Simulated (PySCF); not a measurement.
**`C=C/C(C#N)=C/[S@](C)=O`, C6H7NOS**

Geometry (Å), atoms numbered from 1 in this order:
```xyz
16

C    -2.9238   -0.8545   -0.4546
C    -1.8645   -0.8586    0.3468
C    -0.7261    0.0392    0.1965
C    -0.7531    0.9601   -0.8829
N    -0.7670    1.6931   -1.7637
C     0.3415    0.0180    1.0099
S     1.7136    1.1980    0.8902
C     2.5245    0.3100   -0.5213
O     2.5386    0.9280    2.0635
H    -3.0052   -0.1725   -1.2851
H    -3.7455   -1.5323   -0.3028
H    -1.7962   -1.5468    1.1785
H     0.4042   -0.6484    1.8574
H     2.6999   -0.7249   -0.2496
H     1.8817    0.3903   -1.3901
H     3.4698    0.8103   -0.7040
```

Computed with GIAO B3LYP/6-31++G** magnetisability, rotational g tensor and spin-rotation constants, non-relativistic, gas phase (PySCF). Geometry: GFN2-xTB.

How diamagnetic is it, and how anisotropic?

Isotropic -1214 × 10⁻³⁰ J/T², or -73.1 × 10⁻⁶ cm³/mol; principal values -1365, -1206, -1072 × 10⁻³⁰ J/T², anisotropy 254 × 10⁻³⁰ J/T² (root of half the summed squared differences of the principal values). The susceptibility is in cgs units.

Split it along the inertial axes a, b, c into diamagnetic and paramagnetic parts about the centre of mass, with the quadrupole moment.


```
axis  χ (10⁻⁶ cm³/mol)  diamagnetic (10⁻⁶ cm³/mol)  paramagnetic (10⁻⁶ cm³/mol)  summed x² of all electrons (Å²)  quadrupole Θ (D Å)
   a             -70.7                      -557.4                        486.7                            317.6               -1.65
   b             -67.9                     -1504.8                       1436.8                             94.3               -2.22
   c             -80.8                     -1747.3                       1666.5                             37.1               +3.87
```
Anisotropies 2χaa − χbb − χcc = +7.4 and 2χbb − χaa − χcc = +15.6 × 10⁻⁶ cm³/mol. Θ is traceless in Buckingham's convention.

And the rotational g tensor?


| axis | rotational constant (GHz) | g | nuclear part | electronic part |
| --- | --- | --- | --- | --- |
| a | 2.7030 | -0.0520 | 0.5661 | -0.6180 |
| b | 0.8414 | -0.0171 | 0.5509 | -0.5680 |
| c | 0.7147 | -0.0114 | 0.5481 | -0.5595 |

Asymmetric top; isotopes 12C, 1H, 14N, 16O, 32S; no vibrational averaging.
